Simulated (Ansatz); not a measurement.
Reaction (atomization): `[O+]#[Ge-]` → Ge• + O•

Isolated molecules relaxed with PBE0-D4/def2-TZVP in Ansatz; ΔE leaves out vibrations. CCSD(T)/CBS adds triple-zeta CCSD(T) − MP2 to the extrapolated MP2 energy (def2 sets, frozen cores). This one scheme is used for every species, atoms too. DFT in def2-TZVPP. Open shells (•) are unrestricted, without spin–orbit coupling. Spin–orbit coupling would lower the free atoms: a little for O; clearly for Ge. Bonds to Ge are less sure, by a few kJ/mol each and by 10 to 20 or more in all where they break to atoms, as the def2 sets lack core-valence functions. Scalar relativity is left out up to krypton.

Question: What is ΔE at CCSD(T)/CBS? (An estimate is asked.)

Answer: Ansatz gave: +683.5 kJ/mol.

Question: What do these levels give: B97M-V, revPBE, BLYP, r2SCAN, BHLYP, MP2/def2-QZVPP? (Best estimate.)

Answer: The calculation gave: B97M-V 666.0, revPBE 670.8, BLYP 697.1, r2SCAN 665.7, BHLYP 573.0, MP2/def2-QZVPP 727.1 kJ/mol.

Largest T1 diagnostic among the species: 0.025, so the coupled-cluster value is less sure than usual.

The D4 term adds +3.8 kJ/mol with B3LYP and +1.9 kJ/mol with PBE0; it sums over pairs of atoms, weighted by their polarisabilities, and B3LYP, whose exchange is more repulsive, gets the larger term. At CCSD(T), def2-SVP lies −78.6 kJ/mol from the extrapolated value and def2-TZVPP −36.4 kJ/mol: correlation converges slowly with the basis, and small sets miss more of it in the bonded molecule than in its fragments.

B3LYP here is the variant with VWN-RPA as its local correlation; programs differ in this.

For atomizations the MP2-based limit and the directly extrapolated one differ by several kJ/mol either way, and by 10 to 25 for some Ge, Se and Sn compounds, so smaller differences from it don't rank the levels.
